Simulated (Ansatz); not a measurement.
The inner images of a band of Cl4Ge + H (6 atoms, charge 0, multiplicity 2) are given out of order.

All numbers below come from UKS PBE0-D4/def2-SVP in Ansatz.

Initial state:

```xyz
6
Properties=species:S:1:pos:R:3
Ge 0.003 0.000 -0.176
Cl 0.019 0.000 1.949
Cl 2.004 0.000 -0.894
Cl -1.002 1.738 -0.875
Cl -1.002 -1.738 -0.875
H -0.021 0.000 5.263
```

Final state:

```xyz
6
Properties=species:S:1:pos:R:3
Ge -0.101 0.000 -0.037
Cl 0.829 0.000 3.217
Cl 1.907 0.000 -0.849
Cl -1.125 1.758 -0.795
Cl -1.125 -1.758 -0.795
H -0.384 0.000 3.650
```

Put them in order from the first end to the last, with their energies above the first end.
A.
```xyz
6
Properties=species:S:1:pos:R:3
Ge -0.007 0.000 -0.078
Cl -0.016 0.000 2.765
Cl 2.042 0.000 -0.768
Cl -1.022 1.771 -0.795
Cl -1.022 -1.771 -0.795
H 0.027 0.000 4.063
```
B.
```xyz
6
Properties=species:S:1:pos:R:3
Ge -0.003 0.000 -0.053
Cl -0.021 0.000 2.073
Cl 2.008 0.000 -0.738
Cl -1.000 1.737 -0.763
Cl -1.000 -1.737 -0.763
H 0.019 0.000 4.636
```
C.
```xyz
6
Properties=species:S:1:pos:R:3
Ge -0.030 0.000 -0.165
Cl 0.251 0.000 3.037
Cl 1.994 0.000 -0.941
Cl -1.053 1.758 -0.907
Cl -1.053 -1.758 -0.907
H -0.107 0.000 4.274
```
D.
```xyz
6
Properties=species:S:1:pos:R:3
Ge -0.092 0.000 -0.144
Cl 0.652 0.000 3.208
Cl 1.934 0.000 -0.913
Cl -1.099 1.757 -0.919
Cl -1.099 -1.757 -0.919
H -0.294 0.000 4.080
```
E.
```xyz
6
Properties=species:S:1:pos:R:3
Ge -0.005 0.000 0.054
Cl -0.015 0.000 2.314
Cl 2.014 0.000 -0.647
Cl -1.005 1.743 -0.673
Cl -1.005 -1.743 -0.673
H 0.018 0.000 4.018
```

B (+3.0 kJ/mol), E (+31.8 kJ/mol), A (-43.3 kJ/mol), C (-54.9 kJ/mol), D (-60.3 kJ/mol).

The run took 2.3 min on 4 threads of Intel(R) Xeon(R) Platinum 8223CL CPU @ 3.00GHz (Skylake/Cascade Lake), with other jobs on the host, peak memory 0.48 GiB.
